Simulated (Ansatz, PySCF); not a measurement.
Gas-phase reaction (SMILES): OB(O)O[Si](O)(O)O + [H][H] (H2) → OBO + O[Si](O)(O)O [silicic acid]; hydrogen cleaves one B-O bond, a model of a ligand-exchange step.

Structures are relaxed separately at B3LYP-D3(BJ)/def2-TZVP in Ansatz (a first-principles code), one conformer each, not searched for the lowest. Valence correlation only, unless marked. No spin-orbit coupling. Non-relativistic. Basis-set limits of correlation are two-point, X^-3; Hartree-Fock from the larger set. The bracket is a focal-point correction in the basis named. Thermal terms are rigid-rotor harmonic-oscillator values from B3LYP-D3(BJ) frequencies (Ansatz or PySCF) at 298.15 K and 1 atm. 1 Eh = 627.5095 kcal/mol.

```tsv
species	E, RI-MP2/CBS(aug-cc-pV(T+d)Z,aug-cc-pV(Q+d)Z)+[CCSD(T)-MP2]/aug-cc-pV(T+d)Z (Ansatz) (Eh)	E, wB97M-V/def2-TZVPD (Ansatz) (Eh)	H - E (Eh)
OB(O)O[Si](O)(O)O	-768.31809	-769.16791	0.09418
[H][H] (H2)	-1.17524	-1.16077	0.01336
OBO	-177.05063	-177.22366	0.04694
O[Si](O)(O)O	-592.40587	-593.06838	0.06559
```

Work out ΔE and ΔH at 298.15 K at the first level, then ΔH at the second.


1. ΔE = [(-177.05063) + (-592.40587)] - [(-768.31809) + (-1.17524)] = 0.03683 Eh = 23.1 kcal/mol at RI-MP2/CBS(aug-cc-pV(T+d)Z,aug-cc-pV(Q+d)Z)+[CCSD(T)-MP2]/aug-cc-pV(T+d)Z.
2. The terms H - E add up to 0.00499 Eh, so ΔH = (0.03683 + (0.00499))×627.5095 = 26.2 kcal/mol.
3. At wB97M-V/def2-TZVPD the same steps give ΔE = 23.0 and ΔH = 26.1 kcal/mol, a shift of -0.1 from the first level.
4. These values are not checked against measurement here, since the tables used lack a sound gas-phase enthalpy of formation for at least one species.
